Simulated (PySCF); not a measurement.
Work out the structure from these simulated measurements.

Formula: C6H16O2Si.

| Quantity | Value |
| --- | --- |
| NMR, other nuclei | isotropic shieldings of nuclei other than C and H, by class: 260 (1 O), 278 (1 O), 367 (1 Si) ppm [GIAO B3LYP/pcSseg-1] |
| 1H NMR | chemical shifts (computed TMS as zero) by class: 4.51 (2 H), 3.74 (3 H), 3.47 (2 H), 0.96 (9 H) ppm [GIAO B3LYP/pcSseg-1] |
| UV, strongest line | among the 10 lowest singlet transitions: S8 at 8.73 eV (142 nm, f = 0.081) [TDDFT wB97X-D/def2-SVPD] |
| Triplet | lowest triplet excitation (Tamm–Dancoff): 7.72 eV [TDA wB97X-D/def2-SVPD] |
| Valence photoelectron | vertical ionisation energy: 9.92 eV [ΔSCF wB97X-D/def2-SVPD] |
| 13C NMR | chemical shifts (computed TMS as zero) by class: 81.6 (1 C), 54.0 (1 C), 34.3 (1 C), 28.0 (3 C) ppm [GIAO B3LYP/pcSseg-1] |
| Polarisability | 105.9 au [wB97X-D/def2-SVPD] |
| Rotational structure | rotational constants A, B, C: 2.245, 0.793, 0.712 GHz [PBE0-D3(BJ)/def2-SVP] |
| UV, first state | lowest singlet excitation: 7.95 eV (156 nm, f = 0.003) [TDDFT wB97X-D/def2-SVPD] |

The electronic properties come from PySCF, for the isolated species, density fitting. Levels stand in brackets. Isolated species at its PBE0-D3(BJ)/def2-SVP geometry (one conformer only). NMR classes are plain means over equivalent atoms (diastereotopic ones count apart unless rotation or inversion swaps them), as if these changed places fast.

Problem. Propose a structure and show how it fits.

Solution. Numbering: `[CH3:1][O:2][SiH2:3][O:4][CH2:5][C:6]([CH3:7])([CH3:8])[CH3:9]`. Its formula, C6H16O2Si, gives 0 degrees of unsaturation, so no ring and no π bond. 6 carbons fall into 4 classes; from least to most shielded: sp3 carbon bound to oxygen [C5] (81.6 ppm), methoxy carbon [C1] (54.0 ppm), quaternary sp3 carbon [C6] (34.3 ppm), methyl carbon [C7/C8/C9] (28.0 ppm, 3 C). Hydrogen classes from least to most shielded: 2 H on an oxygen-bound silicon, Si3 (4.51 ppm), 3 H on a methoxy carbon, C1 (3.74 ppm), 2 H on an sp3 carbon bound to oxygen, C5 (3.47 ppm), 9 H on 3 methyl carbons, C7/C8/C9 (0.96 ppm, a mean of values up to 1.5 ppm apart in this geometry). The other shieldings belong to: 260 ppm, silyl ether oxygen [O4]; 278 ppm, silyl ether oxygen [O2]; 367 ppm, oxygen-bound silicon [Si3]. The first electron is taken from the HOMO, whose largest Löwdin shares are 0.35 on a silyl ether oxygen, 0.15 on a silyl ether oxygen, 0.13 on the sp3 carbon bound to oxygen and 0.11 on the quaternary sp3 carbon. The optimised geometry has point group C1 and is an asymmetric top. Structure: `C(C(C)(C)C)O[SiH2]OC`. Computed isomers that give other values at the same levels: `CC(C)OC(C)(C)O[SiH3]` (rotational constant A: 1.767 GHz; this holds for the one conformer computed); `CCO[Si](C)(C)OCC` (rotational constant A: 1.562 GHz; this holds for the one conformer computed). The assignments are read from this structure; whether some other isomer fits the data as well wasn't checked.

Shape of the structure used: `[CH3:1][O:2][SiH2:3][O:4][CH2:5][C:6]([CH3:7])([CH3:8])[CH3:9]`: C1–O2–Si3–O4 -68°, O2–Si3–O4–C5 -94°, Si3–O4–C5–C6 95°, O4–C5–C6–C7 -68°.
